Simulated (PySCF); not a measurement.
# AsF: energy against distance

Set-up: basis As def2-TZVPPD, F def2-TZVPPD; no relativity; PySCF 2.14. Energies in eV from As + F in their ground configurations at the same level. State: ³Σ⁻ (triplet), unpaired electrons π ↑↑.

```
R (Å)  UHF-SCS-MP2  PBEsol
1.502       -2.843  -3.625
1.572       -3.555  -4.343
1.642       -3.943  -4.739
1.695       -4.081  -4.885
1.747       -4.125  -4.935
1.799       -4.095  -4.913
1.869       -3.974  -4.802
1.957       -3.734  -4.575
2.062       -3.370  -4.227
2.201       -2.807  -3.711
```

Question: Put a parabola through the three lowest points of the UHF-SCS-MP2 curve and estimate Re, k and ωe (reduced mass 15.16 u; 1 eV/Å² = 0.16022 mdyn/Å; ωe = 1302.8·√(k/μ) cm⁻¹).

Answer: Through R = 1.695, 1.747, 1.799 Å the second-order coefficient is 13.7 eV/Å², so Re ≈ 1.752 Å, k ≈ 4.38 mdyn/Å and ωe ≈ 701 cm⁻¹. A polynomial fit of higher order to the unrounded UHF-SCS-MP2 energies gives Re = 1.750 Å, k = 4.15 mdyn/Å, ωe = 681 cm⁻¹; anharmonicity and rounding make the difference.

The higher-order fit for each curve: UHF-SCS-MP2: Re = 1.750 Å, ωe = 681 cm⁻¹, De = 4.12 eV; PBEsol: Re = 1.755 Å, ωe = 670 cm⁻¹, De = 4.94 eV.

Correlated steps freeze 10 core orbitals. Spin–orbit coupling is left out. The state was picked by a PBE0 search and need not be the measured ground state.
